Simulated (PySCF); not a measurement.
**[C4H9OPSi]+: g tensor and hyperfine couplings**

C4H9OPSi (charge +1 and doublet state).
Cartesian coordinates in Å at the GFN2-xTB level; atoms count from 1:
```xyz
16
C4H9OPSi angstrom
C     -2.3332   -0.7771    0.2175
C     -1.0691   -0.4589    0.4742
O     -0.2888   -1.1046    1.4060
Si     1.1879   -0.5292    0.9252
P      1.9663   -1.8588   -0.7294
C     -0.1678    0.5682   -0.1104
C     -0.2342    1.9358    0.5095
H     -2.8365   -1.5350    0.7926
H     -2.8993   -0.2413   -0.5225
H      1.8158    0.1233    2.0673
H      2.8442   -2.5893    0.0710
H      2.9630   -1.0048   -1.2031
H     -0.1372    0.6028   -1.1972
H      0.6332    2.5370    0.2465
H     -1.1175    2.4470    0.1169
H     -0.3343    1.8939    1.5921
```

The hyperfine couplings belong to this conformer and change with its torsions.

As a line formula: `C=C1O[Si@@H]([PH2+])[C@@H]1C` [radical] (charge +1).

Computed, not measured: UKS B3LYP, pcH-1 on C H O P Si, non-relativistic, mean-field spin-orbit, GIAO (PySCF 2.14.0). Isolated species at its GFN2-xTB geometry (one conformer only). A GFN2-xTB geometry isn't a minimum of the functional, and hyperfine couplings can be far from their values at a DFT geometry, by a factor of two or more for some ions and for spin on atoms past the first row. The SCF solution wasn't tested for stability.

| Item | Value |
| --- | --- |
| g1, g2, g3 | 2.00214, 2.00749, 2.00975 |
| g_iso | 2.00646 |
| Form of g | rhombic: the two nearest values differ by 30 % of g3 − g1 |
| ⟨S²⟩ | 0.7593 (exact 0.7500) |
| α and β electrons | 35, 34 |
| Total energy | -863.62668 Eh |
| Basis functions | 285 |

Isotropic coupling and dipolar principal values T1 to T3, in mT; ρ(0) is the spin density at the nucleus (MHz turned into mT with g_iso):

```
atom  isotope  a_iso  of which spin–orbit     T1     T2    T3  Mulliken spin population  ρ(0) (bohr⁻³)
  C1      13C   1.25                 0.00  -1.51  -1.48  2.99                      0.53         0.0313
  C2      13C  -0.77                 0.00  -0.28  -0.14  0.42                      0.01        -0.0192
  O3      17O  -0.56                -0.01  -2.10   1.01  1.09                      0.17         0.0254
 Si4     29Si   1.40                 0.00  -0.75   0.28  0.47                      0.04        -0.0444
  P5      31P  -0.34                 0.02  -1.74  -1.64  3.37                      0.13        -0.0055
  C6      13C   0.62                 0.00  -0.52  -0.48  1.00                      0.14         0.0153
  C7      13C   0.50                 0.00  -0.16  -0.14  0.29                      0.02         0.0125
  H8       1H  -1.06                 0.00  -0.67  -0.12  0.79                     -0.02        -0.0066
  H9       1H  -1.17                 0.00  -0.69  -0.12  0.80                     -0.02        -0.0074
 H10       1H  -0.09                 0.00  -0.07  -0.06  0.12                      0.00        -0.0006
 H11       1H   0.09                 0.00  -0.12   0.02  0.10                      0.00         0.0006
 H12       1H  -0.21                 0.00  -0.10  -0.01  0.11                      0.00        -0.0013
 H13       1H  -0.57                 0.00  -0.22  -0.07  0.28                     -0.01        -0.0036
 H14       1H  -0.13                 0.00  -0.11  -0.06  0.17                      0.00        -0.0008
 H15       1H   1.61                 0.00  -0.11   0.03  0.08                      0.02         0.0101
 H16       1H  -0.01                 0.00  -0.08  -0.06  0.14                      0.00         0.0000
```

Largest spin populations (Mulliken): C1 (+0.53), O3 (+0.17), C6 (+0.14) and P5 (+0.13). The angles at C1 add up to 359.9°, so it is planar.

P5, the radical centre as drawn in `C=C1O[Si@@H]([PH2+])[C@@H]1C`, holds a spin population of +0.13 out of 1.

Axes: g2 points within 4° of the C2–O3 bond and g3 points within 13° of the C2–C6 bond.

Under fast tumbling the dipolar parts average out, and these isotropic splittings remain (the largest six): 1 × 1H (H9, I = 1/2, 2 lines) with 1.17 mT, 1 × 1H (H8, I = 1/2, 2 lines) with 1.06 mT, 1 × 1H (H13, I = 1/2, 2 lines) with 0.57 mT, 3 × 1H (H14/H15/H16, I = 1/2, 4 lines) with 0.49 mT, 1 × 31P (P5, I = 1/2, 2 lines) with 0.34 mT and 1 × 1H (H10, I = 1/2, 2 lines) with 0.09 mT.

Nuclei that the bonding pattern makes equivalent are averaged, as if the motion that swaps them (rotation, inversion, ring flip) were fast. The three 1H nuclei of mean +13.8 MHz run from -3.6 to 45.3 MHz in the frozen geometry. The 1H value of -1.6 MHz is a mean of couplings from -5.8 to 2.6 MHz in this one geometry, not an average over conformers.

The 17O coupling of O3 (-15.8 MHz) shows only in satellite lines or after enrichment, since that isotope makes up about 0.038 % of natural oxygen.

The 29Si coupling of Si4 (39.3 MHz) shows only in satellite lines or after enrichment, since that isotope makes up about 4.7 % of natural silicon.
